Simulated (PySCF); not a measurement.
# Partial charges of `CC[C@@H]1COC[C@@H]1Cl`

C6H11ClO.
Geometry (GFN2-xTB, Å), atoms numbered from 1 in this order:
```
atom  x, y, z in Å
C1    -2.3843    0.0845    0.4850
C2    -1.3524   -0.2631   -0.5815
C3     0.0027    0.3765   -0.3052
C4     1.0627    0.1039   -1.3784
O5     2.2819    0.4829   -0.7792
C6     2.2305    0.1031    0.5814
C7     0.7484   -0.0824    0.9563
Cl8    0.4309   -1.7959    1.3546
H9    -3.3520   -0.3335    0.2196
H10   -2.4906    1.1630    0.5802
H11   -2.0908   -0.3216    1.4494
H12   -1.2412   -1.3464   -0.6425
H13   -1.6987    0.0930   -1.5545
H14   -0.1222    1.4618   -0.2177
H15    1.0691   -0.9644   -1.6406
H16    0.9375    0.6989   -2.2826
H17    2.7039    0.8973    1.1654
H18    2.7886   -0.8287    0.7377
H19    0.4662    0.4804    1.8452
```

Density: PBE0/pcSseg-1 (PySCF); schemes: Mulliken, IAO, Hirshfeld and ESP-fitted. The structure is a single GFN2-xTB conformer in the gas phase; no vibrational or solvent corrections.

Task: What partial charge does each atom carry?

Result: In e:

| atom | environment | Mulliken | IAO | Hirshfeld | ESP-fitted |
| --- | --- | --- | --- | --- | --- |
| C1 | methyl carbon | -0.257 | -0.418 | -0.120 | -0.167 |
| C2 | chain CH2 carbon | -0.201 | -0.253 | -0.072 | -0.109 |
| C3 | sp3 CH carbon | -0.345 | -0.126 | -0.035 | +0.103 |
| C4 | sp3 carbon bound to oxygen | +0.182 | -0.057 | -0.004 | -0.030 |
| O5 | cyclic ether oxygen | -0.518 | -0.402 | -0.157 | -0.362 |
| C6 | sp3 carbon bound to oxygen | +0.193 | -0.065 | -0.005 | +0.072 |
| C7 | sp3 C–Cl carbon | -0.305 | -0.119 | +0.008 | -0.216 |
| Cl8 | alkyl chlorine | -0.121 | -0.120 | -0.039 | -0.135 |
| H9 | methyl hydrogen | +0.118 | +0.145 | +0.043 | +0.070 |
| H10 | methyl hydrogen | +0.104 | +0.134 | +0.037 | +0.040 |
| H11 | methyl hydrogen | +0.123 | +0.141 | +0.030 | +0.041 |
| H12 | methylene hydrogen | +0.131 | +0.142 | +0.026 | +0.065 |
| H13 | methylene hydrogen | +0.123 | +0.135 | +0.040 | +0.040 |
| H14 | methine hydrogen | +0.132 | +0.139 | +0.043 | +0.084 |
| H15 | methylene hydrogen | +0.102 | +0.120 | +0.030 | +0.084 |
| H16 | methylene hydrogen | +0.125 | +0.152 | +0.049 | +0.089 |
| H17 | methylene hydrogen | +0.120 | +0.150 | +0.047 | +0.085 |
| H18 | methylene hydrogen | +0.124 | +0.143 | +0.032 | +0.082 |
| H19 | methine hydrogen | +0.170 | +0.162 | +0.047 | +0.162 |

Mean size of the charges over all atoms: Mulliken 0.184 e, IAO 0.164 e, ESP-fitted 0.107 e, Hirshfeld 0.046 e. Each set sums to the total charge, 0, to within 0.001 e. The Hirshfeld scheme weights the molecular density at each point by an atom's share of the summed free-atom densities.

Lowest charge. The schemes don't all agree: Mulliken O5 (-0.518); IAO C1 (-0.418); Hirshfeld O5 (-0.157); ESP-fitted O5 (-0.362).

Highest charge. The schemes don't all agree: Mulliken C6 (+0.193); IAO H19 (+0.162); Hirshfeld H16 (+0.049); ESP-fitted H19 (+0.162).

Task: How closely do the schemes follow one another over all atoms?

Result: Correlation coefficient and root-mean-square difference: IAO with Hirshfeld 0.97, 0.133 e; Mulliken with IAO 0.84, 0.115 e; IAO with ESP-fitted 0.83, 0.108 e; Mulliken with Hirshfeld 0.83, 0.166 e; Hirshfeld with ESP-fitted 0.81, 0.091 e; Mulliken with ESP-fitted 0.79, 0.134 e.

Task: Sum the charges by element, for elements with more than one atom.

Result: 
```json
{"element": "C", "atoms": "6", "Mulliken": "-0.733", "IAO": "-1.039", "Hirshfeld": "-0.229", "ESP-fitted": "-0.345"}
{"element": "H", "atoms": "11", "Mulliken": "+1.372", "IAO": "+1.561", "Hirshfeld": "+0.425", "ESP-fitted": "+0.841"}
```

Task: How many electrons does the Hirshfeld scheme count on C6?

Result: Z − q = 6 − (-0.005) = 6.005.
